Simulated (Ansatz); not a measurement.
The molecule SF-, multiplicity 3 (an upper state: multiplicity 1 came lower at CCSD(T)/def2-TZVPP on PBE0 minima).

The constants come from a fifth-degree fit in 1/R (seven points, main isotopes). In def2 and cc sets the state is the lowest found near the PBE0 minimum, followed along R.

Cores are frozen in the correlated methods.

Programs: Ansatz (a quantum-chemistry and plane-wave program). Each number belongs to the level named beside it.

Problem. What bond length and harmonic frequency does PBE/def2-TZVPP give?

Solution. r_e = 2.222 Å, ω_e = 294 cm⁻¹.

Problem. What bond length and harmonic frequency does CCSD/def2-TZVPP give?

Solution. r_e = 2.188 Å, ω_e = 326 cm⁻¹.

Problem. What bond length and harmonic frequency does CCSD(T)/def2-TZVPP give?

Solution. r_e = 2.180 Å, ω_e = 332 cm⁻¹.
